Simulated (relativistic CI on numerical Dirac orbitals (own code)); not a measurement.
Computed by Dirac-Coulomb-Breit CI, KLI orbitals optimised for each configuration, a model potential for QED, unscaled Slater integrals (own radial code, finite nucleus).

The strongest absorption lines from the ground level of an ion, among the configurations computed and to levels below about 523 eV (vacuum wavelength in nm, gf): 4.7949 (0.2), 5.1309 (0.44), 10.012 (5), 12.504 (0.39), 14.664 (0.00043).

(1) Which ion is it?
A. Pr XXIV
B. Cs XVIII
C. I XVIII
D. Cs XX

Results:

(1) D. Cs XX has 36 electrons and the ground level 4s2 4p6 1S_0; the strongest line goes to 4s2 4p5 4d 1P°_1. The pattern of lines fixes the number of electrons, and along that sequence the line energies rise steadily with the charge (about as its square where n changes within one kind of shell, about linearly where n is kept but much faster in heavy ions where fine structure, which grows about as Z⁴, sets the gap, and irregularly where shells cross), which fixes Z. Configurations outside the model, such as inner-shell arrays, can give stronger lines. At this charge energies of transitions that change n are usually good to better than 1 %, and those within a shell (Δn = 0) to a few per cent.

LS names give the leading component of a level, which can be under half, so a name can repeat, a term be missing and a line seem to break the LS rules.
